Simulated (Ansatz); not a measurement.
Correlation energies of CH3BClO (`CO[B]Cl`) radical by basis set

```xyz
7

C     0.811   -0.048   -0.013
O    -0.302   -0.827    0.421
B    -1.577   -0.506    0.320
Cl   -2.227    0.971   -0.380
H     0.482    0.889   -0.464
H     1.373   -0.635   -0.738
H     1.440    0.156    0.854
```

Charge 0, multiplicity 2. The structure was optimised at the PBE0-D4/def2-TZVP level. It is one conformer, not always the lowest. Frozen core, unrestricted reference, Ansatz 0.2.0. CBS rows extrapolate triple and quadruple zeta.

```json
{"basis": "def2-SVP", "HF (Eh)": "-598.43376", "MP2 corr.": "-0.51789", "CCSD corr.": "-0.55406", "(T)": "-0.01481", "CCSD(T) total": "-599.00263"}
{"basis": "def2-TZVPP", "HF (Eh)": "-598.75349", "MP2 corr.": "-0.66824", "CCSD corr.": "-0.70234", "(T)": "-0.02876", "CCSD(T) total": "-599.48459"}
{"basis": "def2-QZVPP", "HF (Eh)": "-598.77298", "MP2 corr.": "-0.72311", "CCSD corr.": "-0.75071", "(T)": "-0.03281", "CCSD(T) total": "-599.55650"}
{"basis": "CBS(def2)", "HF (Eh)": "-598.77567", "MP2 corr.": "-0.76375", "CCSD corr.": "-0.78655", "(T)": "-0.03581", "CCSD(T) total": "-599.59803"}
{"basis": "cc-pV(D+d)Z", "HF (Eh)": "-598.69807", "MP2 corr.": "-0.52342", "CCSD corr.": "?", "(T)": "-0.01564", "CCSD(T) total": "?"}
{"basis": "cc-pV(T+d)Z", "HF (Eh)": "?", "MP2 corr.": "?", "CCSD corr.": "-0.70358", "(T)": "-0.02897", "CCSD(T) total": "?"}
{"basis": "cc-pV(Q+d)Z", "HF (Eh)": "-598.77080", "MP2 corr.": "-0.72398", "CCSD corr.": "-0.75153", "(T)": "-0.03280", "CCSD(T) total": "-599.55513"}
{"basis": "CBS(cc)", "HF (Eh)": "-598.77489", "MP2 corr.": "?", "CCSD corr.": "-0.78566", "(T)": "-0.03554", "CCSD(T) total": "?"}
```

Question: Fill in the withheld values. (An estimate is asked.)

Answer: Computed: cc-pV(D+d)Z CCSD corr.: -0.56055; cc-pV(D+d)Z CCSD(T) total: -599.27426; cc-pV(T+d)Z HF (Eh): -598.75724; cc-pV(T+d)Z MP2 corr.: -0.66993; cc-pV(T+d)Z CCSD(T) total: -599.48979; CBS(cc) MP2 corr.: -0.76247; CBS(cc) CCSD(T) total: -599.59609.
